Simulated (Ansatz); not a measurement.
Basis-set series for CH₆BNSZn, SMILES `B[S][Zn][CH2]N`. The species carries charge 0 and has multiplicity 1. Geometry: relaxed with PBE0-D4/def2-TZVP. It is one conformer, not always the lowest.

```
functional       basis  functions  energy (Eh)  HOMO (eV)  LUMO (eV)
   PBE0-D4  def2-TZVPP        283  -2298.45745      -6.15      -1.20
   PBE0-D4  def2-QZVPP        521  -2298.52027      -6.19      -1.25
   ωB97M-V  def2-TZVPP        283  -2298.80655      -8.33       0.71
   ωB97M-V  def2-QZVPP        521  -2298.86713      -8.36       0.49
```

(1) Give the rows for def2-SVP. (Estimate.)

Answers

(1) Ansatz gave: 
```tsv
functional	basis	functions	energy (Eh)	HOMO (eV)	LUMO (eV)
PBE0-D4	def2-SVP	121	-2297.92581	-5.90	-0.99
ωB97M-V	def2-SVP	121	-2298.26923	-8.06	1.06
```

Positive LUMOs are unbound and depend on the basis. Scalar relativity is left out up to krypton.
